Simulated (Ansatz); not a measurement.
Geometry optimisation, Ansatz, RKS B3LYP-D4/def2-SVP.

The input (input.yaml):

```yaml
crystal:
  periodic: [false, false, false]
  atoms:
    - { symbol: Sn, position_ang: [-0.222492, -0.130894, -0.490873] }
    - { symbol: H, position_ang: [-0.273437, 0.857659, 2.283756] }
    - { symbol: H, position_ang: [1.062378, -0.826268, 0.399742] }
    - { symbol: H, position_ang: [-0.142694, 1.578472, -0.584827] }
    - { symbol: H, position_ang: [-0.397968, -0.853598, -2.043613] }
    - { symbol: O, position_ang: [-1.878735, -0.571369, 0.495096] }
    - { symbol: Si, position_ang: [-3.403619, -1.120856, 0.161191] }
    - { symbol: H, position_ang: [-3.385936, -2.533087, -0.333426] }
    - { symbol: H, position_ang: [-4.216982, -1.063045, 1.40949] }
    - { symbol: H, position_ang: [-4.073953, -0.28476, -0.884865] }
    - { symbol: H, position_ang: [-0.891062, 0.514944, 2.152528] }
basis:
  gaussian: { orbitals: def2-SVP }
hamiltonian:
  xc: b3lyp
  dispersion: d4
relax:
  f_tol: 0.03
  max_steps: 50
```

Launched with:

```bash
$ ansatz run input.yaml --threads 2 --pin off --max-ram 3072MiB --backend cpu --events-out ev --progress --plain --runs-dir out
```

Problem. Where does it end, and by what steps?

Solution. The run converged. The force dipped under the threshold on the way, but the program's further checks kept it going. After 16 steps the energy has fallen by 0.114 eV; H2 moved furthest, 1.05 Å.

| step | energy less start (eV) | largest force component (eV/Å) | accepted |
| --- | --- | --- | --- |
| 0 | 0.0000 | 1.502 | yes |
| 1 | -0.0838 | 0.094 | yes |
| 2 | -0.1018 | 0.043 | yes |
| 3 | -0.1047 | 0.198 | yes |
| 4 | -0.1083 | 0.016 | yes |
| 5 | -0.1107 | 0.034 | yes |
| 6 | -0.1060 | 0.465 | no |
| 7 | -0.1105 | 0.052 | no |
| 8 | -0.1108 | 0.013 | yes |
| 9 | -0.1118 | 0.065 | yes |
| 10 | -0.1114 | 0.177 | no |
| 11 | -0.1125 | 0.040 | yes |
| 12 | -0.1131 | 0.057 | yes |
| 13 | -0.1134 | 0.114 | yes |
| 14 | -0.1138 | 0.075 | yes |
| 15 | -0.1141 | 0.013 | yes |
| 16 | -0.1144 | 0.015 | yes |

```xyz
11
Properties=species:S:1:pos:R:3
Sn -0.133 -0.220 -0.830
H -0.917 0.883 3.114
H 1.184 -0.878 0.043
H -0.010 1.473 -1.067
H -0.450 -1.073 -2.288
O -1.719 -0.495 0.360
Si -3.277 -1.034 0.213
H -3.328 -2.435 -0.314
H -3.920 -1.004 1.558
H -4.075 -0.175 -0.720
H -1.180 0.525 2.495
```

Whether the end is a true minimum wasn't checked by a vibrational analysis.

The run took 2.7 min on 2 threads of Intel(R) Xeon(R) Processor @ 2.50GHz (Skylake/Cascade Lake), with other jobs on the host, peak memory 0.23 GiB.
